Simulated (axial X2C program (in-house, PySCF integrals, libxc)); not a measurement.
# Bond lengths and stretching modes, held linear, of TiCO

Calculated with an in-house all-electron X2C program for linear molecules (integrals from PySCF): two-component X2C with atomic mean-field Coulomb and Gaunt terms, Gaussian nuclei, basis Ti dyall-v3z, C dyall-v3z, O dyall-av3z with contracted cores. Spin-free rows use the one-electron spin-free X2C Hamiltonian.

Masses Ti 47.948, C 12.000, O 15.995 u. States: 2c Ω = 4 (beyond evenly filled blocks: ω = 3/2, ω = 5/2); spin-free M_S = 2, Λ = 2 (beyond evenly filled blocks: σα, π+α, π-α, δ+α).

HF, 2c: energies above the lowest point

```csv
r(Ti–C) (Å),r(C–O) (Å),E (meV)
1.9656,1.1242,225.18
1.9656,1.1530,232.89
1.9656,1.1818,323.69
2.0160,1.1242,103.77
2.0160,1.1530,115.07
2.0160,1.1818,208.62
2.0160,1.2107,370.31
2.0664,1.1242,24.89
2.0664,1.1530,39.74
2.0664,1.1818,135.86
2.1168,1.1530,0.00
2.1168,1.2107,263.77
```

Fit a quadratic surface with cubic terms in each bond: where is the minimum, and what are the two stretching wavenumbers?

At HF, 2c: bonds 2.167 and 1.132 Å; harmonic stretches 372.1 and 2111.5 cm⁻¹; force constants 1.46, 17.9 and coupling 0.29 mdyn/Å.

The other levels and Hamiltonians give:

| Hamiltonian | level | r(Ti–C) (Å) | r(C–O) (Å) | lower stretch (cm⁻¹) | upper stretch (cm⁻¹) |
| --- | --- | --- | --- | --- | --- |
| 2c | PBE0 | 2.018 | 1.151 | 419.8 | 2006.7 |
| 2c | LDA | 1.966 | 1.163 | 462.1 | 1949.4 |
| 2c | MP2 | 2.031 | 1.157 | 392.9 | 1937.5 |
| spin-free | PBE0 | 2.018 | 1.151 | 420.2 | 2006.5 |
| spin-free | HF | 2.167 | 1.132 | 372.0 | 2111.3 |
| spin-free | LDA | 1.966 | 1.163 | 462.3 | 1949.3 |
| spin-free | MP2 | 2.031 | 1.157 | 392.7 | 1937.8 |

Each state is one determinant, the lowest of a limited PBE0 search; the stretches come from a fit to these few points and carry an uncertainty of a few per cent. Other orders of the atoms were not compared. The levels spread by more than a fifth, so the stretches depend strongly on the method. MP2 freezes inner shells (threshold -2 hartree). The molecule was held linear; bending was not examined, so a bent shape may lie lower. Open-shell Ω = 0 determinants with evenly filled partner blocks cannot be reached by this program, so the Ω shown need not be the lowest component. Note: functional without a current term on a determinant with orbital currents, of the molecule or an atom. Note: several unpaired electrons, one determinant need not be a pure state.
